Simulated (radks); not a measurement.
These are the eigenvalues of the occupied orbitals of an atom or ion with whole-number occupations (hartree). All-electron calculation, Dirac Kohn-Sham, PBEsol, spin-unpolarised, spherical densities, finite nucleus; Fermi nuclear charge, rms radius of each element as measured or else 0.836 A^(1/3) + 0.57 fm. Program: a radial shooting solver on a logarithmic mesh with Libxc functionals.

orbital  eigenvalue
1s1/2     -1774.944
2s1/2     -291.5225
2p1/2     -276.6321
2p3/2     -252.8330
3s1/2     -64.30454
3p1/2     -57.86532
3p3/2     -53.01496
3d3/2     -41.85331
3d5/2     -40.79747
4s1/2     -12.93106
4p1/2     -10.44396
4p3/2      -9.37208
4d3/2      -5.27525
4d5/2      -5.08305
5s1/2      -1.86715
5p1/2      -1.20058
5p3/2      -1.06030
4f5/2      -0.33475
6s1/2      -0.31282
4f7/2      -0.31216

Which element is it, and in what charge state? The configuration may be excited. Open shells, if any, fill j = l - 1/2 first.

Answer. Z = 63, europium, charge +1: Eu+ in [Xe] 4f7 6s1. The list shows which subshells hold electrons but not how many an open one holds; the 1s level, -1774.9 hartree, gives Z - s = 59.6 by -(Z - s)^2/2, which with screening and relativity narrows Z to a few neighbours, and the depths of the outer levels then fix element, charge and occupations together.
